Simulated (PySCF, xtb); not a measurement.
trichloro(fluoro)methane (CCl₃F), SMILES ClC(F)(Cl)Cl.

Harmonic wavenumbers (cm⁻¹) from GFN2-xTB in xtb 6.7.1 at its own minimum, in rising order: 209, 209, 303, 347, 347, 494, 672, 673, 1019.

Task: What does PBE-D3(BJ)/def2-SVP run with PySCF 2.14.0 give at its own minimum? (Estimate from the structure and the level; the computed values follow.)

Result: 233, 233, 340, 385, 385, 519, 791, 791, 1108. Paired by order, the mean absolute difference is 57 cm⁻¹ and the zero-point energies are 6.1 and 6.8 kcal/mol.
